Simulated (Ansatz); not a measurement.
```yaml
crystal:
  periodic: [false, false, false]
  atoms:
    - {symbol: F, position_ang: [1.232678, -3.720731, 2.020930]}
    - {symbol: C, position_ang: [2.375628, -1.690415, 0.100260]}
    - {symbol: C, position_ang: [0.586038, 1.113509, 0.262026]}
    - {symbol: F, position_ang: [0.871562, 2.354930, 2.949489]}
    - {symbol: F, position_ang: [1.678566, 3.005709, -1.748227]}
    - {symbol: C, position_ang: [-2.707867, 0.658851, -0.284129]}
    - {symbol: F, position_ang: [-4.066064, 3.281247, -0.352146]}
    - {symbol: F, position_ang: [-3.069484, -0.659308, -2.922965]}
    - {symbol: H, position_ang: [4.642178, -1.186180, 0.721837]}
    - {symbol: H, position_ang: [2.292925, -2.571985, -2.131773]}
    - {symbol: H, position_ang: [-3.692283, -0.711252, 1.429798]}
basis:
  gaussian: {orbitals: cc-pVTZ-DK}
hamiltonian: {xc: {name: wB97X-V}}
scf: {lower_state_search: off}
output: {forces: true}
```

```sh
$ ansatz run in.yaml --threads 4 --pin off --events-out ev --progress --plain --max-ram 11315MiB
```

Shortened log:

```
Functional definition: wB97X-V
1405 factors; their error is unknown
315 factors; integrals over basis functions are off by at most 4.1e-5 eV
mean field evaluation 1: about -16647.8023 eV, gradient 1.2e2 eV
mean field evaluation 2: about -15033.9123 eV, gradient 6.0e2 eV
mean field evaluation 4: about -16014.9991 eV, gradient 3.1e2 eV
mean field evaluation 8: about -16700.0501 eV, gradient 7.3e0 eV
mean field evaluation 16: about -16700.7128 eV, gradient 1.9e-3 eV
mean field -16700.71283260 eV, -613.7398764483 hartree, gradient 1.8e-6 eV, S^2 0.000000; 0 other end points of the search recorded, 0 dependent functions left out
reference -16700.71283002 eV, -613.7398763535 hartree; 33, 33 occupied and 249, 249 virtual orbitals, 1405 factors
Total energy: -16700.71283002 eV, -613.7398763535 hartree
Relativity: scalar
Atom 0 at     1.232678    -3.720731     2.020930 Å, force     0.405035     0.961588    -0.841415 eV/Å
Atom 1 at     2.375628    -1.690415     0.100260 Å, force     1.929760    -1.091748    -0.895064 eV/Å
Atom 2 at     0.586038     1.113509     0.262026 Å, force     0.916176     2.269691     0.450818 eV/Å
Atom 3 at     0.871562     2.354930     2.949489 Å, force    -0.211736    -0.951918    -2.056290 eV/Å
Atom 4 at     1.678566     3.005709    -1.748227 Å, force    -0.773500    -1.482564     1.558586 eV/Å
Atom 5 at    -2.707867     0.658851    -0.284129 Å, force    -1.981640    -0.624883     0.904340 eV/Å
Atom 6 at    -4.066064     3.281247    -0.352146 Å, force     0.798492    -1.550148     0.117907 eV/Å
Atom 7 at    -3.069484    -0.659308    -2.922965 Å, force     0.289130     0.467550     1.207552 eV/Å
Atom 8 at     4.642178    -1.186180     0.721837 Å, force    -2.493416    -0.554395    -0.662330 eV/Å
Atom 9 at     2.292925    -2.571985    -2.131773 Å, force     0.040774     0.916564     2.281835 eV/Å
Atom 10 at    -3.692283    -0.711252     1.429798 Å, force     1.080924     1.640262    -2.065939 eV/Å
Dipole moment:     1.461867    -1.576272     0.150352 e Å
Checks for a lower state left out: stability, starts, cluster_reference, orbital_swaps, neighbouring_geometries, increment
```

In this input the geometry is stretched to more than twice its size. Self-consistency was reached. The result belongs to that input, not to the molecule as meant.
